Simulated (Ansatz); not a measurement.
Mulliken charges of ClH$_{4}$NSi$_{2}$ (`Cl[SiH]1N[SiH2]1`) from r2SCAN/def2-TZVPP in Ansatz (PBE0-D4/def2-TZVP geometry).

```
atom   x (Å)   y (Å)   z (Å)  charge (e)
 Cl1  -1.364   2.317   0.744      -0.252
 Si2  -0.246   1.013  -0.388       0.481
  N3   0.864   0.007   0.436      -0.445
 Si4  -0.268  -1.194  -0.123       0.307
  H5   0.254   1.814  -1.528      -0.075
  H6   1.701   0.061   0.992       0.134
  H7   0.241  -2.196  -1.096      -0.079
  H8  -1.091  -1.879   0.908      -0.071
```

Problem. By hand: the dipole of these point charges (1 e Å = 4.8032 D).

Solution. Σ q r = (0.026, -0.287, -0.336) e Å, of length 0.443 e Å = 2.13 D.

Problem. How does the dipole of the full density compare? (Estimate.)

Solution. The calculation gave: (0.292, -0.200, -0.018) e Å, 1.70 D; the point charges give 1.25 times that, at 63° from its direction.

Point charges leave out the atoms' own dipoles, such as those of lone pairs, and Mulliken's split depends on the basis, so the two needn't agree.
